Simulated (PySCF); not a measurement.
Energy of Li²⁺ (lithium, charge +2) between two integer charges

The 1s alpha orbital of 1s1 is emptied in steps (occupation f), with all orbitals relaxed, ending at no electrons. All numbers are calculated (PySCF 2.14, the spin-free X2C one-electron Hamiltonian (Gaussian nucleus), in jorge-DZP-DKH). The exact energy is a straight line in f; departures are measured from the line between the end points of the same method.

**Question.** Among UHF, BHandHLYP, M06-2X, which shows the largest delocalisation error (convex curve), and which is closest to linear?

**Answer.** Most convex: M06-2X (-2.343 eV at f = 0.5); closest to linear: UHF (0.000 eV).

| f | UHF (eV) | BHandHLYP (eV) | M06-2X (eV) |
| --- | --- | --- | --- |
| 1 | 0.000 | 0.000 | 0.000 |
| 0.9 | 0.000 | -0.825 | -0.878 |
| 0.7 | 0.000 | -1.873 | -2.017 |
| 0.5 | 0.000 | -2.142 | -2.343 |
| 0.3 | 0.000 | -1.682 | -1.890 |
| 0.1 | 0.000 | -0.614 | -0.740 |
| 0 | 0.000 | 0.000 | 0.000 |

```tsv
method	E(f=0) − E(f=1) (eV)	−ε at f=1 (eV)	−ε at f=0.5 (eV)
UHF	122.39	122.39	122.39
BHandHLYP	122.27	113.00	122.80
M06-2X	122.22	112.41	122.58
```

As f goes to zero the orbital energy of a semilocal functional can turn back, because the density of that orbital vanishes from the exchange-correlation potential.

Reference removal energy between the ground levels: 122.45 eV (theoretical estimate listed by NIST; NIST Atomic Spectra Database, ionization energies). UHF lacks correlation.
